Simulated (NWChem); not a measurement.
Molecule: CH5AlOS; SMILES [S](C)[AlH][OH]

```xyz
9

Al    -0.6477     1.0172    -0.0002
H     -2.0193     1.8022    -0.0006
O      0.8767     1.7829     0.0011
H      1.0493     2.7250    -0.0071
S     -0.5972    -1.1522     0.0003
C      1.2057    -1.4818    -0.0003
H      1.7878    -0.5509     0.0014
H      1.4544    -2.0667    -0.8960
H      1.4542    -2.0700     0.8932
```
Atoms are numbered in this order, from 1.

Computed with NWChem. Pople sets run with spherical d functions. Structure relaxed at the PBE0/def2-SVP level. Total energies compare along this basis series because the functional is fixed.

```
level             basis functions  energy (Ha)  highest occupied level (eV)  orbital gap (eV)  dipole (D)  relative time
----------------  ---------------  -----------  ---------------------------  ----------------  ----------  -------------
B3LYP/STO-3G                   33    -748.1561                        -2.62              7.62        1.96              1
B3LYP/3-21G                    54    -753.1191                        -6.58              6.03        3.03              1
B3LYP/6-31G*                   74    -757.0389                        -6.61              6.11        2.22              3
B3LYP/6-31+G*                  90    -757.0509                        -6.79              5.99        2.03              8
B3LYP/6-311G**                118    -757.1373                        -6.78              6.09        2.23              6
B3LYP/6-311++G**              139    -757.1438                        -6.82              5.95        1.94             10
```

The last column is a rough cost ratio, cheapest run = 1.
